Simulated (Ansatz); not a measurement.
BrF₂HOZr (`[OH][Zr]([F])([F])[Br]`). The species carries charge 0 and has multiplicity 1. Zr takes the def2 core potential.

```xyz
6

O     1.4432    0.1771    0.0369
Zr   -0.4377    0.0480   -0.0799
F    -1.2156    1.6187    0.6408
F    -0.9402   -0.0967   -1.9014
Br   -1.2426   -1.9645    1.1909
H     2.3928    0.2174    0.1128
```

**Question.** What are the harmonic wavenumbers in cm⁻¹ at PBE0-D4/def2-TZVP (Ansatz, finite differences of forces, unscaled)? (Best estimate.)

**Answer.** Computed: 111, 116, 154, 173, 176, 223, 258, 303, 672, 677, 757, 3991.

**Question.** Is this a minimum?

**Answer.** Yes, all 12 modes are real.

**Question.** Give the ideal-gas thermochemistry at 298.15 K and 1 bar (rigid rotor, harmonic oscillator; point group Cs, symmetry number 1).

**Answer.** Zero-point energy 45.5 kJ/mol; H(298) − E = 68.6 kJ/mol; entropy 380.8 J/(mol·K), of which translation 176.5, rotation 121.7, vibration 82.6; G(298) − E = -44.9 kJ/mol.

**Question.** Rotational constants (cm⁻¹)?

**Answer.** 0.09458, 0.03401, 0.03388.
